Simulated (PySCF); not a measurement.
**An excited-state table with gaps**

Species: C3H11OPSi.
Numbering: `[CH3:1][O:2][CH2:3][CH2:4][PH:5][SiH3:6]` (hydrogens: H7, H8, H9 on C1; H10, H11 on C3; H12, H13 on C4; H14 on P5; H15, H16, H17 on Si6)

The calculation used PySCF, TDDFT CAM-B3LYP/def2-SVPD, vertical, gas phase, core orbitals frozen in the response. One conformer (not necessarily the lowest) at the PBE0-D3(BJ)/def2-SVP geometry, without solvent, vibrations or thermal averaging. Torsions of this conformer, `[CH3:1][O:2][CH2:3][CH2:4][PH:5][SiH3:6]`: C1–O2–C3–C4 -175°, O2–C3–C4–P5 60°, C3–C4–P5–Si6 -73°.

Lowest singlets, with some entries withheld (?).

| state | λ (nm) | f | main configurations (H = HOMO, L = LUMO) |
| --- | --- | --- | --- |
| S1 | ? | ? | ? |
| S2 | 189.2 | 0.078 | H→L+1 (38%), H→L (32%), H→L+2 (12%) |
| S3 | 186.9 | 0.129 | H→L+3 (79%), H→L+1 (11%) |
| S4 | 171.5 | 0.018 | H-1→L (34%), H→L+5 (34%), H→L+2 (11%) |
| S5 | 169.8 | 0.025 | H-1→L (48%), H→L+5 (28%) |
| S6 | 165.3 | 0.0007 | H→L+4 (29%), H→L+2 (18%), H→L+7 (13%) |
| S7 | 161.7 | 0.059 | H-1→L+1 (22%), H→L+2 (19%), H→L+6 (13%) |
| S8 | 161.0 | 0.017 | H-1→L+1 (40%), H→L+4 (24%) |
| S9 | 158.0 | 0.061 | H→L+7 (41%), H→L+2 (16%), H→L+9 (12%) |
| S10 | ? | ? | ? |

(1) Fill in the withheld entries.

(2) Where do the lowest triplets lie (Tamm–Dancoff)?

(3) What is the vertical ionisation energy by ΔSCF at this level?

(4) What is the mean static polarisability from the same response equations?

Answers

(1) 
- S1: λ = 208.0 nm; f = 0.032; H→L (39%), H→L+1 (38%)
- S10: λ = 155.8 nm; f = 0.053; H-2→L (35%), H-1→L+1 (14%), H-1→L+2 (11%)

(2) T1 5.15 eV, H→L+1 (47%), H→L (22%), H→L+4 (12%); T2 5.44 eV, H→L+1 (26%), H→L (20%), H→L+2 (16%); T3 6.26 eV, H→L+3 (77%), H→L (10%); T4 6.85 eV, H→L+5 (62%), H→L (12%). E(S1) − E(T1) = +0.81 eV.

(3) 8.83 eV; −ε(HOMO) is 8.08 eV.

(4) 98.8 au (14.64 Å³), with principal values 84.2, 103.6 and 108.7 au.

Without π bonds the low states are Rydberg-like; a valence basis with one diffuse set may place them up to an eV too high.
